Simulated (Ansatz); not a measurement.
Total energies of (NMe2)3Sn-NH-SiH3 (C₆H₂₂N₄SiSn) from Ansatz at PBE0-D4/def2-TZVP, gas phase (1 Eh = 27.2114 eV = 2625.5 kJ/mol). The reference geometry is relaxed at PBE-D4/def2-SVP.

```xyz
34

Sn   -0.187    0.176   -0.042
N     1.573    0.576    0.943
C     1.840   -0.126    2.184
C     2.071    1.938    0.922
N    -0.302   -1.877    0.061
C     0.852   -2.651   -0.353
C    -1.572   -2.531   -0.176
N     0.000    1.223   -1.817
C    -1.181    1.438   -2.628
C     1.204    0.993   -2.594
N    -1.975    0.836    0.759
Si   -2.470    0.522    2.409
H     1.381   -1.136    2.168
H     1.452    0.407    3.091
H     2.939   -0.256    2.336
H     1.700    2.562    1.776
H     1.777    2.448   -0.018
H     3.187    1.951    0.979
H     0.834   -2.941   -1.436
H     0.917   -3.601    0.230
H     1.789   -2.086   -0.171
H    -1.726   -2.838   -1.243
H    -2.414   -1.867    0.108
H    -1.657   -3.459    0.439
H    -1.384    0.613   -3.360
H    -1.081    2.375   -3.227
H    -2.086    1.546   -1.996
H     1.448    1.890   -3.211
H     1.125    0.128   -3.304
H     2.070    0.804   -1.928
H    -2.261    1.741    0.368
H    -1.906   -0.819    2.789
H    -1.985    1.536    3.422
H    -3.975    0.482    2.522
```

```json
{"state": "charge 0 singlet", "geometry": "reference", "energy (Eh)": "-964.21494"}
{"state": "charge 1 doublet", "geometry": "reference", "energy (Eh)": "-963.94575"}
{"state": "charge 1 doublet", "geometry": "relaxed at PBE-D4/def2-SVP", "energy (Eh)": "-963.95717"}
{"state": "free Sn atom (triplet)", "geometry": "–", "energy (Eh)": "-214.25870"}
{"state": "free N atom (quartet)", "geometry": "–", "energy (Eh)": "-54.54382"}
{"state": "free C atom (triplet)", "geometry": "–", "energy (Eh)": "-37.80537"}
{"state": "free Si atom (triplet)", "geometry": "–", "energy (Eh)": "-289.24943"}
{"state": "free H atom (doublet)", "geometry": "–", "energy (Eh)": "-0.50104"}
```

In the def2 sets Sn takes a core potential; there is no spin–orbit coupling. Single mean-field runs in def2-TZVP are fitted with def2-universal-jkfit.

Task: Work out the vertical ionisation energy to the doublet.

Result: E(charge 1 doublet) − E(charge 0 singlet) = -963.94575 − (-964.21494) = 0.26919 Eh = 7.33 eV. For comparison, −ε of the highest occupied level is 5.89 eV at this level, 1.44 eV less.

Task: How much does the charge 1 doublet relax, and what is the adiabatic ionisation energy?

Result: Relaxation: -963.94575 − (-963.95717) = 0.01142 Eh = 0.31 eV. Adiabatic ionisation energy: 0.25777 Eh = 7.01 eV, without zero-point energy. 

Task: What is the binding energy per atom against free atoms?

Result: Atoms: 1 × (-214.25870) + 4 × (-54.54382) + 6 × (-37.80537) + 1 × (-289.24943) + 22 × (-0.50104) = -959.53851 Eh. Binding: -959.53851 − (-964.21494) = 4.67643 Eh = 127.25 eV, or 3.74 eV for each of 34 atoms (no zero-point energy, no counterpoise term).
